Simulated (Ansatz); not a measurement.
The first iterations of a band of Cl3HSi (5 atoms, charge 0, multiplicity 1).

Computed with RKS PBE/def2-SVP (Ansatz).

- movable images: 5
- climbing image: yes
- spring: 5.0 eV/Å²
- optimiser: quadratic models (default)
- start path: through a guess of the saddle point
- force threshold: 0.05 eV/Å
- iteration limit: 60
- end points: relaxed

Image 0:

```xyz
5
Properties=species:S:1:pos:R:3
Si 0.165 0.000 0.244
H -0.081 0.000 1.713
Cl 2.195 0.000 -0.114
Cl -0.679 1.682 -0.596
Cl -0.679 -1.682 -0.596
```

Image 6:

```xyz
5
Properties=species:S:1:pos:R:3
Si -1.004 0.000 0.112
H 1.656 0.000 2.114
Cl 2.011 0.000 0.864
Cl -0.871 1.642 -1.219
Cl -0.871 -1.642 -1.219
```

| iteration | highest image above the first end (eV) | largest band force component (eV/Å) |
| --- | --- | --- |
| 1 | 3.360 | 3.411 |
| 2 | 2.719 | 1.554 |
| 3 | 2.653 | 1.283 |

**Question.** Does the band converge within its limit, and where does its top end?

**Answer.** The forces met the threshold. It ended after 10 iterations with the highest image 2.520 eV above the first end. Neighbouring images differ by up to 1.3 eV, so the band resolves the path poorly. A vibrational analysis at the climbing image gives one clearly imaginary mode, 742i cm⁻¹: a first-order saddle point. The orbitals stay closed-shell, which can raise the energy where a bond breaks towards radicals; this wasn't checked here.

Time of the run: 2.9 min on 1 thread of Intel(R) Xeon(R) Platinum 8259CL CPU @ 2.50GHz (Skylake/Cascade Lake) (shared host), peak memory 0.18 GiB.
